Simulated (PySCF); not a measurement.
## Spinor energies of Cr²⁺ (chromium, charge +2)

Start: [Ar] 3d4; 3d5/2 filled at m_j = -1/2, +1/2, +3/2, +5/2. Calculated with PySCF 2.14 in x2c-TZVPall-2c with one added diffuse shell each of s, p, d type (7s8p5d1f, 63 functions): generalised Hartree-Fock with the X2C-1e Hamiltonian and a Gaussian nucleus; one run each with spin-orbit coupling (SO) switched off, then screened by Boettger's factors. This is a chosen level, not necessarily the ground level.

```csv
spinor shell,electrons,"ε, spin-free (eV)","ε, screened SO (eV)",weight of nominal j (screened SO),"rms radius, screened SO (bohr)"
1s1/2,2,-6064.5,-6064.4,1.000,0.0734
2s1/2,2,-745.72,-745.72,1.000,0.316
2p1/2,2,-626.99,-632.94,0.986,0.285
2p3/2,4,-626.99,-624.09,0.993,0.288
3s1/2,2,-113.51,-113.51,1.000,0.965
3p1/2,2,-78.449,-77.918,0.664,1.04
3d5/2,4,-32.364,-32.358,0.692,1.33
```

(1) Where does 3p3/2 lie, and what is the 3p spin-orbit splitting (screened SO)?

```csv
quantity,spin-free,screened SO
E (hartree),-1048.86166,-1048.87211
M_J,4,4
⟨J²⟩,20.004,20.004
⟨L²⟩,6.004,6.007
⟨S²⟩,6.000,5.999
```

Each row is a mean over spinors that exchange with the open shell spreads, by up to 12.846 eV (3p3/2).

Rows whose weight is well below 1 are mixtures of j = l ± 1/2: exchange outweighs spin-orbit coupling there, and the label is only the starting occupation.

Without spin-orbit coupling the j labels of p, d and f shells carry no meaning; the spin-free column gives the mean over the occupied spinors of each nl shell.

Answers

(1) At -78.730 eV, -0.812 eV above 3p1/2.
